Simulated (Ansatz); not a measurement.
Reaction (redistribution): `CC[SiH](F)F` + `N#C[Si](Cl)(C#N)C#N` → `CC[Si](F)(F)Cl` + `N#C[SiH](C#N)C#N`

Isolated molecules relaxed with PBE0-D4/def2-TZVP in Ansatz; ΔE leaves out vibrations. CCSD(T)/CBS is the MP2 limit (def2-TZVPP, def2-QZVPP) plus CCSD(T) − MP2 in def2-TZVPP, frozen cores. Functionals use def2-TZVPP. B3LYP here is the variant with VWN-RPA as its local correlation; programs differ in this. One conformer a species, not always the lowest.

`CC[SiH](F)F`:

Z-matrix (Å, degrees):
```
C
C 1 1.529
H 1 1.092 2 111.3
H 1 1.092 2 111.2 3 120.0
H 1 1.092 2 111.3 3 -119.9
Si 2 1.846 1 114.1 3 60.0
H 2 1.096 1 110.7 3 -61.5
H 2 1.096 1 110.7 3 -178.5
F 6 1.592 2 109.9 1 58.2
F 6 1.592 2 109.9 1 -58.6
H 6 1.478 2 114.9 1 179.8
```

`N#C[Si](Cl)(C#N)C#N`:

```xyz
8

N     2.293    1.710   -0.184
C     1.314    1.105   -0.202
Si   -0.246    0.158   -0.242
Cl   -1.546    0.993   -1.518
C    -0.938    0.121    1.447
N    -1.384    0.103    2.509
C     0.136   -1.556   -0.742
N     0.370   -2.635   -1.067
```

`CC[Si](F)(F)Cl`:

Z-matrix (Å, degrees):
```
C
C 1 1.529
H 1 1.092 2 110.8
H 1 1.092 2 111.4 3 119.9
H 1 1.092 2 111.4 3 -119.9
Si 2 1.839 1 113.5 3 180.0
H 2 1.095 1 111.0 3 -58.8
H 2 1.095 1 111.0 3 58.8
F 6 1.584 2 111.0 1 -58.9
F 6 1.584 2 111.0 1 59.0
Cl 6 2.030 2 112.6 1 -179.9
```

`N#C[SiH](C#N)C#N`:

```xyz
8

N     2.150   -1.118   -1.518
C     1.271   -0.568   -1.019
Si   -0.129    0.335   -0.260
C     0.408    0.957    1.376
N     0.739    1.376    2.395
C    -1.501   -0.849    0.000
N    -2.378   -1.579    0.147
H    -0.559    1.446   -1.121
```

```tsv
level	ΔE (kJ/mol)
B3LYP-D4	-24.4
r2SCANh-D4	-26.9
BHLYP-D4	-26.5
B3LYP	-25.6
r2SCAN0	-28.0
CCSD/def2-SVP	-22.2
HF/def2-TZVPP	-30.2
HF/def2-QZVPP	-30.2
```

Task: What does CCSD(T)/CBS give? (Estimate.)

Result: The calculation gave: -25.1 kJ/mol. The listed levels differ from it by 0.7, -1.8, -1.4, -0.5, -2.9, 2.9, -5.1, -5.1 kJ/mol.

Largest T1 diagnostic among the species: 0.015.

At CCSD(T), def2-SVP lies +4.1 kJ/mol from the extrapolated value and def2-TZVPP +0.9 kJ/mol. Leaving LDA and LC-ωPBE aside and taking each functional with its dispersion term where it has one, the values, not all of them listed here, spread over 5.0 kJ/mol, from r2SCAN0-D4 to BLYP-D4. From BLYP to BHLYP (50 % exact exchange), in def2-TZVPP and without D4, ΔE moves by −3.6 kJ/mol.

CCSD(T)/CBS has its own doubt, a few kJ/mol and more with outer-core shells, so smaller differences from it don't rank the levels.
